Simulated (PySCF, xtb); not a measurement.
Acid–base and redox partners of C[GeH3]. Gas-phase values, no solvent. Strings in code marks are SMILES.

Quantity: gas-phase deprotonation enthalpy at 298 K, in kJ/mol. Enthalpy corrections at 298 K come from GFN2-xTB frequencies (xtb). Levels without diffuse functions put anions too high.

Level 1: PBE-D3(BJ)/def2-TZVPD // PBE0-D3(BJ)/def2-TZVPD (PySCF)
Level 2: B3LYP/3-21G // PBE0-D3(BJ)/def2-TZVPD (PySCF)
Level 3: B3LYP/6-31G* // PBE0-D3(BJ)/def2-TZVPD (PySCF)
Level 4: PBE/6-31G* // PBE0-D3(BJ)/def2-TZVPD (PySCF)

| species | level 1 | level 2 | level 3 | level 4 |
|---|---|---|---|---|
| proton removed from Ge2: `[CH3][GeH2-]` | 1514.8 | 1567.2 | 1539.9 | 1530.1 |
| proton removed from C1: `[GeH3][CH2-]` (not the most acidic site) | 1632.3 | 1729.0 | 1705.8 | 1688.9 |
